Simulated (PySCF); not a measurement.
## Working out the ionisation energy of Os⁺

Os⁺ [Xe] 4f14 5d6 6s1 (6D) → Os²⁺ [Xe] 4f14 5d6 (5D). Computed with PySCF 2.14 in aug-cc-pwCVDZ-PP with ECP60MDF (6s6p5d3f, 70 functions), with scalar relativity through the core potential. Frozen: nothing. Energies in hartree (1 hartree = 27.21139 eV):

```
            part  Os⁺ (lower)  Os²⁺ (upper)
             UHF   -89.828602    -89.239295
CCSD correlation    -0.357712     -0.321720
             (T)    -0.007839     -0.006882
```

Problem. What does Hartree-Fock give?

Solution. (-89.239295) − (-89.828602) = 0.589307 hartree = 16.036 eV.

Problem. What do CCSD and CCSD(T) give?

Solution. The CCSD correlation energies differ by 0.035992 hartree = 0.979 eV and the triples by 0.000957 hartree = 0.026 eV, so CCSD gives 17.015 eV and CCSD(T) 17.041 eV.

Reference: 17 ± 1 eV (semi-empirical (NIST evaluation); NIST Atomic Spectra Database, ionization energies), between the lowest levels; spin-orbit coupling is absent from the calculation.

A double-zeta basis recovers only part of the correlation energy.

What remains against the reference includes basis incompleteness and higher excitations.
